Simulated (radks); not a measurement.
The numbers below are computed, except where a source is named.
Effect of the nuclear size on the gold ion Au60+, [Ar] 3d1. Level of theory: Dirac Kohn-Sham, BLYP, spin-unpolarised, spherical densities, finite nucleus; open shells fill j = l - 1/2 first; Fermi nuclear charge, rms radius 5.4371 fm (a radial shooting solver on a logarithmic mesh with Libxc functionals). The rms radius is varied about that value; shifts are against it.

rms radius (fm)  total energy shift (eV)  density at nucleus (e/bohr^3)  1s1/2 shift (meV)  2s1/2 shift (meV)  3s1/2 shift (meV)  3p1/2 shift (meV)  3d3/2 shift (meV)  4s1/2 (empty) shift (meV)  4p1/2 (empty) shift (meV)
4.4367                             -32.8                       2.32e+06             -13200              -1980               -515              -18.8               18.6                       -193                      -8.86
5.0891                             -11.9                      2.196e+06              -4780               -717               -186              -6.83               6.74                      -69.7                      -3.21
5.4371                                 0                      2.139e+06              0.000              0.000              0.000              0.000              0.000                      0.000                      0.000
5.6546                              7.66                      2.105e+06               3080                462                120               4.41              -4.35                       44.9                       2.08
6.2146                              28.2                      2.027e+06              11300               1700                442               16.3              -16.0                        165                       7.66

Slopes of the eigenvalues against <r^2> in GHz/fm^2, as finite differences over the two radii next to the reference (eigenvalue slopes, not the field-shift constants of lines): 1s1/2 313000, 2s1/2 46900, 3s1/2 12200, 3p1/2 447, 3d3/2 -441, 4s1/2 (empty) 4560, 4p1/2 (empty) 211.
